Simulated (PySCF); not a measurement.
A calculated (PBE, PySCF 2.14, aug-cc-pVTZ, no relativity, point nucleus) atom or ion has these occupied shells.

```json
{"shell": "1s α", "electrons": "1", "orbital energy (eV)": "-6941.7", "rms radius, mean of both spins (bohr)": "0.0684"}
{"shell": "1s β", "electrons": "1", "orbital energy (eV)": "-6941.7", "rms radius, mean of both spins (bohr)": "0.0684"}
{"shell": "2s α", "electrons": "1", "orbital energy (eV)": "-815.09", "rms radius, mean of both spins (bohr)": "0.293"}
{"shell": "2s β", "electrons": "1", "orbital energy (eV)": "-813.14", "rms radius, mean of both spins (bohr)": "0.293"}
{"shell": "2p α", "electrons": "3", "orbital energy (eV)": "-704.44", "rms radius, mean of both spins (bohr)": "0.262"}
{"shell": "2p β", "electrons": "3", "orbital energy (eV)": "-702.96", "rms radius, mean of both spins (bohr)": "0.262"}
{"shell": "3s α", "electrons": "1", "orbital energy (eV)": "-101.95", "rms radius, mean of both spins (bohr)": "0.881"}
{"shell": "3s β", "electrons": "1", "orbital energy (eV)": "-97.432", "rms radius, mean of both spins (bohr)": "0.881"}
{"shell": "3p α", "electrons": "3", "orbital energy (eV)": "-69.610", "rms radius, mean of both spins (bohr)": "0.937"}
{"shell": "3p β", "electrons": "3", "orbital energy (eV)": "-65.160", "rms radius, mean of both spins (bohr)": "0.937"}
{"shell": "3d α", "electrons": "5", "orbital energy (eV)": "-17.599", "rms radius, mean of both spins (bohr)": "1.26"}
{"shell": "3d β", "electrons": "1", "orbital energy (eV)": "-13.956", "rms radius, mean of both spins (bohr)": "1.26"}
{"shell": "4s α", "electrons": "1", "orbital energy (eV)": "-12.892", "rms radius, mean of both spins (bohr)": "2.87"}
```

Q: Name the element and its charge.

A: Fe⁺ (iron, charge +1), in [Ar] 3d6 4s1, high-spin 6D determinant.
